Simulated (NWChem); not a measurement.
System: GeH2O2F2; SMILES [OH][Ge]([OH])([F])[F]

Here is an NWChem input.

```
start job
memory heap 200 mb stack 900 mb global 1100 mb
geometry units angstroms noautoz
  O     -0.050509    -1.436097     1.020088
  Ge     0.000002     0.000000     0.008940
  O      0.050514     1.436099     1.020086
  F     -1.364944     0.123347    -1.047583
  F      1.364946    -0.123348    -1.047584
  H      0.444613    -2.155706     0.594137
  H     -0.444622     2.155702     0.594141
end
basis spherical
  * library 6-31g*
end
dft
  xc mn15
  grid coarse
  iterations 150
  mulliken
end
task dft gradient
```

Output (shortened):

```
             Northwest Computational Chemistry Package (NWChem) 7.3.0
             --------------------------------------------------------

 C2  symmetry detected

                             Geometry "geometry" -> ""
                             -------------------------

 Output coordinates in angstroms (scale by  1.889725989 to convert to a.u.)

  No.       Tag          Charge          X              Y              Z
 ---- ---------------- ---------- -------------- -------------- --------------
    1 O                    8.0000     1.15603220    -0.85353291     1.03568631
    2 Ge                  32.0000     0.00000000     0.00000000     0.02453931
    3 O                    8.0000    -1.15603220     0.85353291     1.03568631
    4 F                    9.0000    -0.87338797    -1.05616424    -1.03198419
    5 F                    9.0000     0.87338797     1.05616424    -1.03198419
    6 H                    1.0000     2.02952116    -0.85193211     0.60973831
    7 H                    1.0000    -2.02952116     0.85193211     0.60973831

 Effective nuclear repulsion energy (a.u.)     443.2551016017

      Symmetry information
      --------------------

 Group name             C2
 Group number              4
 Group order               2
 No. of unique centers     4

                                 NWChem DFT Module
                                 -----------------

 Summary of "ao basis" -> "ao basis" (spherical)
 ------------------------------------------------------------------------------
       Tag                 Description            Shells   Functions and Types
 ---------------- ------------------------------  ------  ---------------------
 O                           6-31g*                  6       14   3s2p1d
 Ge                          6-31g*                 12       32   5s4p3d
 F                           6-31g*                  6       14   3s2p1d
 H                           6-31g*                  2        2   2s

      Symmetry analysis of basis
      --------------------------

        a          48
        b          44

            General Information
            -------------------
          SCF calculation type: DFT
          Wavefunction type:  closed shell.
          No. of atoms     :     7
          No. of electrons :    68
           Alpha electrons :    34
            Beta electrons :    34
          Charge           :     0
          Spin multiplicity:     1
          Use of symmetry is: on ; symmetry adaption is: on
          Maximum number of iterations: 150
          AO basis - number of functions:    92
                     number of shells:    40
          Convergence on energy requested:  1.00D-06
          Convergence on density requested:  1.00D-05
          Convergence on gradient requested:  5.00D-04

              XC Information
              --------------
                         MN15 Method XC Functional
                     Hartree-Fock (Exact) Exchange  0.440
                          MN15 Exchange Functional  1.000
                        MN15 Correlation Potential  1.000

             Grid Information
             ----------------
          Grid used for XC integration:  coarse
          Radial quadrature: Mura-Knowles
          Angular quadrature: Lebedev.
          Tag              B.-S. Rad. Rad. Pts. Rad. Cut. Ang. Pts.
          ---              ---------- --------- --------- ---------
          O                   0.60       35           9.0       302
          Ge                  1.25       95           7.0       302
          F                   0.50       35           8.0       302
          H                   0.35       35          10.0       302
          Grid pruning is: on
          Number of quadrature shells:   200
          Spatial weights used:  Erf1

      Superposition of Atomic Density Guess
      -------------------------------------

 Sum of atomic energies:       -2424.27127006

      Non-variational initial energy
      ------------------------------

 Total energy =   -2425.006135
 1-e energy   =   -4263.783455
 2-e energy   =    1395.522219
 HOMO         =      -0.486103
 LUMO         =      -0.038135

      Symmetry analysis of molecular orbitals - initial
      -------------------------------------------------

  Numbering of irreducible representations:

     1 a           2 b

  Orbital symmetries:

     1 a           2 a           3 b           4 a           5 b
     6 a           7 b           8 a           9 b          10 a
    11 b          12 a          13 b          14 a          15 b
    16 a          17 b          18 a          19 a          20 b
    21 a          22 b          23 a          24 a          25 b
    26 b          27 a          28 b          29 a          30 b
    31 a          32 b          33 b          34 a          35 a
    36 b          37 b          38 a          39 a          40 b
    41 a          42 b          43 a          44 b

     ---------------------------------------------
      Total Density - Mulliken Population Analysis
     ---------------------------------------------

    Atom       Charge   Shell Charges
 -----------   ------   -------------------------------------------------------
    1 O    8     8.99   2.00  0.93  3.07  0.92  2.06  0.01
    2 Ge  32    29.85   2.00  2.00  6.00  2.00  5.99  0.73  0.82  0.00  0.12  6.91  2.96  0.32
    3 O    8     8.99   2.00  0.93  3.07  0.92  2.06  0.01
    4 F    9     9.64   2.00  0.95  3.45  1.01  2.22  0.01
    5 F    9     9.64   2.00  0.95  3.45  1.01  2.22  0.01
    6 H    1     0.44   0.35  0.09
    7 H    1     0.44   0.35  0.09

   convergence    iter        energy       DeltaE   RMS-Dens  Diis-err
 ---------------- ----- ----------------- --------- --------- ---------
 d= 0,ls=0.0,diis     1  -2427.9942089831 -2.87D+03  1.71D-02  2.22D+00
 d= 0,ls=0.0,diis     2  -2427.9976266058 -3.42D-03  9.10D-03  1.90D+00
 d= 0,ls=0.0,diis     3  -2428.1468378729 -1.49D-01  1.72D-03  1.59D-01
 d= 0,ls=0.0,diis     4  -2428.1575607992 -1.07D-02  2.48D-04  6.49D-03
 d= 0,ls=0.0,diis     5  -2428.1578332441 -2.72D-04  7.96D-05  2.54D-04
  Resetting Diis
 d= 0,ls=0.0,diis     6  -2428.1578464294 -1.32D-05  2.31D-05  4.52D-06
 d= 0,ls=0.0,diis     7  -2428.1578466030 -1.74D-07  2.40D-05  4.11D-06
 d= 0,ls=0.0,diis     8  -2428.1578461210  4.82D-07  1.48D-05  9.79D-06
 d= 0,ls=0.0,diis     9  -2428.1578469688 -8.48D-07  7.19D-07  5.07D-09

         Total DFT energy =    -2428.157846968828
      One electron energy =    -4263.904876445313
           Coulomb energy =     1510.530390618509
    Exchange-Corr. energy =     -118.038462743689
 Nuclear repulsion energy =      443.255101601664

 Numeric. integr. density =       68.000108473247

                  Occupations of the irreducible representations
                  ----------------------------------------------

                     irrep           alpha         beta
                     --------     --------     --------
                     a                18.0         18.0
                     b                16.0         16.0

                       DFT Final Molecular Orbital Analysis
                       ------------------------------------

 Vector   32  Occ=2.000000D+00  E=-4.215409D-01  Symmetry=b
              MO Center=  1.1D-13, -9.8D-14,  5.1D-01, r^2= 3.5D+00
   Bfn.  Coefficient  Atom+Function         Bfn.  Coefficient  Atom+Function
  ----- ------------  ---------------      ----- ------------  ---------------
     5      0.328964  1 O  pz                51     -0.328964  3 O  pz
     9      0.219984  1 O  pz                55     -0.219984  3 O  pz
    63      0.182317  4 F  px                77      0.182317  5 F  px
    25     -0.178929  2 Ge px                 4     -0.171964  1 O  py
    50     -0.171964  3 O  py                64     -0.159164  4 F  py

 Vector   33  Occ=2.000000D+00  E=-3.970400D-01  Symmetry=b
              MO Center= -4.0D-12,  3.0D-12,  8.2D-01, r^2= 2.9D+00
   Bfn.  Coefficient  Atom+Function         Bfn.  Coefficient  Atom+Function
  ----- ------------  ---------------      ----- ------------  ---------------
     4      0.386339  1 O  py                50      0.386339  3 O  py
     8      0.276429  1 O  py                54      0.276429  3 O  py
     5      0.184888  1 O  pz                51     -0.184888  3 O  pz
    65      0.138385  4 F  pz                79     -0.138385  5 F  pz
     9      0.137135  1 O  pz                55     -0.137135  3 O  pz

 Vector   34  Occ=2.000000D+00  E=-3.965338D-01  Symmetry=a
              MO Center=  4.0D-12, -3.0D-12,  9.3D-01, r^2= 2.8D+00
   Bfn.  Coefficient  Atom+Function         Bfn.  Coefficient  Atom+Function
  ----- ------------  ---------------      ----- ------------  ---------------
     4      0.366711  1 O  py                50     -0.366711  3 O  py
     8      0.271958  1 O  py                54     -0.271958  3 O  py
     5      0.215504  1 O  pz                51      0.215504  3 O  pz
     9      0.153586  1 O  pz                55      0.153586  3 O  pz
     3      0.135461  1 O  px                49     -0.135461  3 O  px

 Vector   35  Occ=0.000000D+00  E= 2.092648D-03  Symmetry=a
              MO Center=  5.0D-16, -2.0D-15,  7.8D-02, r^2= 3.7D+00
   Bfn.  Coefficient  Atom+Function         Bfn.  Coefficient  Atom+Function
  ----- ------------  ---------------      ----- ------------  ---------------
    28      0.772700  2 Ge s                 24     -0.599042  2 Ge s
     6     -0.448379  1 O  s                 52     -0.448379  3 O  s
    20      0.281384  2 Ge s                 66     -0.273373  4 F  s
    80     -0.273373  5 F  s                 90      0.231935  6 H  s
    92      0.231935  7 H  s                  9      0.186704  1 O  pz

 Vector   36  Occ=0.000000D+00  E= 8.807558D-02  Symmetry=b
              MO Center=  3.2D-14, -1.8D-14,  3.7D-02, r^2= 5.7D+00
   Bfn.  Coefficient  Atom+Function         Bfn.  Coefficient  Atom+Function
  ----- ------------  ---------------      ----- ------------  ---------------
    29     -0.590063  2 Ge px                 6      0.539601  1 O  s
    52     -0.539601  3 O  s                 90     -0.417187  6 H  s
    92      0.417187  7 H  s                 30      0.380284  2 Ge py
    26      0.280799  2 Ge py                 9     -0.189165  1 O  pz
    55      0.189165  3 O  pz                 5     -0.181048  1 O  pz

 Vector   37  Occ=0.000000D+00  E= 1.041151D-01  Symmetry=b
              MO Center= -1.9D-13, -2.0D-13,  2.6D-01, r^2= 3.7D+00
   Bfn.  Coefficient  Atom+Function         Bfn.  Coefficient  Atom+Function
  ----- ------------  ---------------      ----- ------------  ---------------
    29      0.564147  2 Ge px                26      0.524029  2 Ge py
    30      0.480926  2 Ge py                25      0.370777  2 Ge px
    66      0.314794  4 F  s                 80     -0.314794  5 F  s
     4     -0.186532  1 O  py                50     -0.186532  3 O  py
    22     -0.171307  2 Ge py                 8     -0.170205  1 O  py

     ---------------------------------------------
      Total Density - Mulliken Population Analysis
     ---------------------------------------------

    Atom       Charge   Shell Charges
 -----------   ------   -------------------------------------------------------
    1 O    8     8.63   2.00  0.88  2.94  0.96  1.84  0.02
    2 Ge  32    30.89   2.00  2.00  6.00  1.99  5.97  0.94  1.46 -0.05  0.17  6.92  2.91  0.60
    3 O    8     8.63   2.00  0.88  2.94  0.96  1.84  0.02
    4 F    9     9.37   2.00  0.89  3.33  1.07  2.08  0.01
    5 F    9     9.37   2.00  0.89  3.33  1.07  2.08  0.01
    6 H    1     0.56   0.46  0.09
    7 H    1     0.56   0.46  0.09

     -------------------------------------------
      Total Density - Lowdin Population Analysis
     -------------------------------------------

    Atom       Charge   Shell Charges
 -----------   ------   -------------------------------------------------------
    1 O    8     8.45   1.99  0.84  2.78  0.72  2.08  0.03
    2 Ge  32    31.34   2.00  2.00  5.99  1.96  5.87  0.62  1.35  0.21  0.49  6.72  3.05  1.08
    3 O    8     8.45   1.99  0.84  2.78  0.72  2.08  0.03
    4 F    9     9.23   1.99  0.90  3.20  0.87  2.25  0.02
    5 F    9     9.23   1.99  0.90  3.20  0.87  2.25  0.02
    6 H    1     0.65   0.43  0.22
    7 H    1     0.65   0.43  0.22

     Multipole analysis of the density
     ---------------------------------

     L   x y z        total         alpha         beta         nuclear
     -   - - -        -----         -----         ----         -------
     0   0 0 0      0.000000    -34.000000    -34.000000     68.000000

     1   1 0 0      0.000000      0.000000      0.000000      0.000000
     1   0 1 0     -0.000000     -0.000000     -0.000000      0.000000
     1   0 0 1     -0.135714     -0.067857     -0.067857      0.000000

     2   2 0 0    -21.375383    -88.092291    -88.092291    154.809199
     2   1 1 0     -2.813459      3.309704      3.309704     -9.432868
     2   1 0 1     -0.000000     -0.000000     -0.000000      0.000000
     2   0 2 0    -30.006262    -74.258808    -74.258808    118.511354
     2   0 1 1      0.000000      0.000000      0.000000      0.000000
     2   0 0 2    -32.257604    -82.363142    -82.363142    132.468681

            General Information
            -------------------
          SCF calculation type: DFT
          Wavefunction type:  closed shell.
          No. of atoms     :     7
          No. of electrons :    68
           Alpha electrons :    34
            Beta electrons :    34
          Charge           :     0
          Spin multiplicity:     1
          Use of symmetry is: on ; symmetry adaption is: on
          Maximum number of iterations: 150
          AO basis - number of functions:    92
                     number of shells:    40
          Convergence on energy requested:  1.00D-06
          Convergence on density requested:  1.00D-05
          Convergence on gradient requested:  5.00D-04

              XC Information
              --------------
                         MN15 Method XC Functional
                     Hartree-Fock (Exact) Exchange  0.440
                          MN15 Exchange Functional  1.000
                        MN15 Correlation Potential  1.000

             Grid Information
             ----------------
          Grid used for XC integration:  coarse
          Radial quadrature: Mura-Knowles
          Angular quadrature: Lebedev.
          Tag              B.-S. Rad. Rad. Pts. Rad. Cut. Ang. Pts.
          ---              ---------- --------- --------- ---------
          O                   0.60       35           9.0       302
          Ge                  1.25       95           7.0       302
          F                   0.50       35           8.0       302
          H                   0.35       35          10.0       302
          Grid pruning is: on
          Number of quadrature shells:   200
          Spatial weights used:  Erf1

[...]

                         DFT ENERGY GRADIENTS

    atom               coordinates                        gradient
                 x          y          z           x          y          z
   1 O       2.184584  -1.612943   1.957163    0.007517  -0.006758   0.009126
   2 Ge      0.000000   0.000000   0.046373    0.000000   0.000000  -0.001100
   3 O      -2.184584   1.612943   1.957163   -0.007517   0.006758   0.009126
   4 F      -1.650464  -1.995861  -1.950167   -0.006403  -0.008161  -0.007678
   5 F       1.650464   1.995861  -1.950167    0.006403   0.008161  -0.007678
   6 H       3.835239  -1.609918   1.152238   -0.000026   0.000494  -0.000898
   7 H      -3.835239   1.609918   1.152238    0.000026  -0.000494  -0.000898
```

Level: MN15/6-31G* (spherical d). The geometry was optimised at B3LYP/6-31G* (spherical d).
